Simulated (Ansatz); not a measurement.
`[O]=[W]([OH])([OH])([F])[Cl]` and `[O]=[W]([OH])([OH])([OH])[Cl]` differ in one atom or group.

Ansatz, PBE0-D4/def2-TZVP geometries, multiplicity 1. Each molecule was computed in one conformer, which needn't be the lowest.

Elements past krypton have def2 core potentials.

| property | `[O]=[W]([OH])([OH])([F])[Cl]` |
| --- | --- |
| HOMO–LUMO gap (B3LYP/def2-TZVPP) / eV | 5.38 |
| LUMO energy (PBE/def2-TZVPP) / eV | -4.06 |
| HOMO–LUMO gap (ωB97M-V/def2-TZVPP) / eV | 10.33 |
| size of the dipole moment (B3LYP/def2-TZVPP) / D | 2.15 |
| ideal-gas entropy at 298 K and 1 bar (rigid rotor, harmonic PBE0-D4/def2-TZVP) / J/(mol·K) | 384 |
| HOMO–LUMO gap (PBE/def2-TZVPP) / eV | 3.69 |

Problem. Give the same properties after the change, and the shifts. (Best estimate.)

Solution. Ansatz gave: 
```csv
property,`[O]=[W]([OH])([OH])([OH])[Cl]`,shift
HOMO–LUMO gap (B3LYP/def2-TZVPP) / eV,5.38,0.00
LUMO energy (PBE/def2-TZVPP) / eV,-3.38,0.68
HOMO–LUMO gap (ωB97M-V/def2-TZVPP) / eV,10.24,-0.09
size of the dipole moment (B3LYP/def2-TZVPP) / D,2.63,0.48
"ideal-gas entropy at 298 K and 1 bar (rigid rotor, harmonic PBE0-D4/def2-TZVP) / J/(mol·K)",383,-1
HOMO–LUMO gap (PBE/def2-TZVPP) / eV,3.78,0.09
```

The zero-point energy changes by 33.5 kJ/mol with +3 modes. Dipoles are sizes alone; their direction can turn.

B3LYP here is the variant with VWN-RPA as its local correlation; programs differ in this.
